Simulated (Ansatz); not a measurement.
A single point on C₂H₃FSSe, SMILES `FC(=[Se])CS`.

```yaml
crystal:
  periodic: [false, false, false]
  atoms:
    - {symbol: F, position_ang: [-1.132433, -1.579137, -0.234970]}
    - {symbol: C, position_ang: [0.019873, -0.938990, -0.355144]}
    - {symbol: Se, position_ang: [1.539297, -1.803415, -0.464365]}
    - {symbol: C, position_ang: [-0.167899, 0.532520, -0.363861]}
    - {symbol: S, position_ang: [-0.568548, 1.133948, 1.304956]}
    - {symbol: H, position_ang: [-1.034490, 0.791998, -0.978020]}
    - {symbol: H, position_ang: [0.717884, 1.030292, -0.747869]}
    - {symbol: H, position_ang: [0.626325, 0.832784, 1.839273]}
basis:
  gaussian: {orbitals: def2-QZVPP}
correlation: {method: mp2}
```

```sh
$ ansatz run in.yaml --threads 4 --pin off --events-out ev --progress --plain --max-ram 10444MiB
```

Output, abridged:

```
Functional definition: HF
2605 factors; integrals over basis functions are off by at most 8.2e-4 eV
mean field evaluation 1: about -80935.3501 eV, gradient 2.8e1 eV
mean field evaluation 2: about -80935.5021 eV, gradient 2.8e1 eV
mean field evaluation 4: about -80937.7423 eV, gradient 4.9e0 eV
mean field evaluation 8: about -80937.8213 eV, gradient 4.9e-1 eV
mean field evaluation 16: about -80937.8231 eV, gradient 1.6e-6 eV
mean field -80937.82314427 eV, -2974.4101389249 hartree, gradient 1.6e-6 eV, S^2 0.000000; 0 other end points of the search recorded, 0 dependent functions left out; unrestricted orbitals would lower it
17 core orbitals not correlated: weight in the atoms' cores, before any rotation towards them, 1.000 or more for the frozen orbitals, at most 0.000 for the correlated occupied ones
reference -80937.82314427 eV, -2974.4101389249 hartree; 20, 20 occupied and 383, 383 virtual orbitals, 2605 factors
second order -37.67599415 eV of doubles, -0.00000000 eV of singles
Total energy: -80975.49913842 eV, -2975.7947061724 hartree
```

Run time 24 s (4 threads of an AMD EPYC 7R43 on a shared host); peak host memory 2.4 GiB.
